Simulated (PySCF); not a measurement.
SMILES [SiH2](S)O (H₄OSSi), PBE0/def2-SVP optimised geometry.

```
7

O      1.05    -0.62     0.00
Si    -0.61    -0.62     0.00
S     -1.50     1.34     0.00
H      1.50    -0.17    -0.73
H     -1.00    -1.26     1.28
H     -1.15    -1.34    -1.19
H     -1.56     1.43    -1.35
```

Density from PySCF with PBE0/def2-TZVP at that geometry.

Minimum of the electron density along straight lines between bonded atoms, close to the bond critical point (lines longer than 1.1 times the sum of covalent radii, or with two minima, are not listed):

```
bond    length / Å  ρ at the minimum / e bohr⁻³  ∇²ρ there / e bohr⁻⁵  position (fraction from the first atom)
------  ----------  ---------------------------  --------------------  ---------------------------------------
O1–Si2       1.661                        0.135                  0.78                                     0.59
Si2–S3       2.150                        0.098                  0.10                                     0.36
O1–H4        0.962                        0.355                 -2.43                                     0.81
Si2–H5       1.482                        0.125                  0.14                                     0.49
Si2–H6       1.494                        0.122                  0.13                                     0.49
S3–H7        1.351                        0.210                 -0.59                                     0.64
```
